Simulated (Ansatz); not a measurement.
Reaction (hydrogenolysis of the Si–O bond): `CO[SiH2]O[SiH](O)O` + H₂ → `CO[SiH3]` + `O[SiH](O)O`

Computed with Ansatz on PBE0-D4/def2-TZVP structures; ΔE is electronic, products minus reactants. CCSD(T)/CBS adds triple-zeta CCSD(T) − MP2 to the extrapolated MP2 energy (def2 sets, frozen cores). This one scheme is used for every species. Functionals use def2-TZVPP. B3LYP here is the variant with VWN-RPA as its local correlation; programs differ in this. One conformer a species, not always the lowest.

```csv
level,ΔE (kcal/mol),difference from CCSD(T)/CBS
PBE-D4,25.2,-2.6
r2SCAN-D4,27.9,0.1
PBE0-D4,25.7,-2.1
B3LYP-D4,27.8,0.0
ωB97M-V,27.3,-0.5
r2SCAN,27.2,-0.6
PBE0,23.6,-4.2
B3LYP,24.2,-3.6
HF/def2-TZVPP,24.4,-3.4
MP2/def2-TZVPP,28.5,0.7
SCS-MP2/def2-TZVPP,27.4,-0.4
CCSD(T)/def2-TZVPP,27.2,-0.6
HF/def2-QZVPP,24.9,-2.9
MP2/def2-QZVPP,29.0,1.2
HF/CBS(def2),24.9,-2.9
CCSD/CBS(def2),27.0,-0.8
CCSD(T)/CBS,27.8,0
```

Largest T1 diagnostic among the species: 0.012.

The D4 term adds +3.6 kcal/mol with B3LYP and +2.1 kcal/mol with PBE0; it sums over pairs of atoms, weighted by their polarisabilities, and B3LYP, whose exchange is more repulsive, gets the larger term. In def2-TZVPP, CCSD(T) changes the Hartree–Fock value by +2.8 kcal/mol (the triples alone add +0.8 kcal/mol) and MP2 by +4.1 kcal/mol.
